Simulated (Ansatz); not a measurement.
Cartesian coordinates in Å:
```
C -1.647 -1.082 0.556
C -0.443 -0.291 0.148
C 0.894 -0.899 0.492
N -0.584 0.818 -0.448
Si 0.683 1.870 -0.991
H -1.619 -2.075 0.095
H -1.642 -1.243 1.640
H -2.560 -0.567 0.265
H 0.804 -1.855 1.009
H 1.462 -0.213 1.127
H 1.479 -1.050 -0.420
H 1.608 1.184 -1.941
H 1.496 2.377 0.153
H 0.070 3.027 -1.685
```

The species carries charge 0 and has multiplicity 1.

Question: List the PBE0/def2-TZVPP orbital energies in eV (Ansatz). (Estimate.)

Answer: Computed: Occupied: -1802.41, -390.56, -280.00, -278.34, -278.14, -144.72, -99.39, -99.38, -99.36, -25.33, -21.06, -19.93, -16.02, -14.00, -12.74, -12.61, -12.55, -11.38, -10.93, -10.44, -9.90, -9.47, -8.39, -6.80. Lowest empty: -0.57, 0.71, 1.49, 1.86, 1.98, 2.06, 2.88, 3.10.
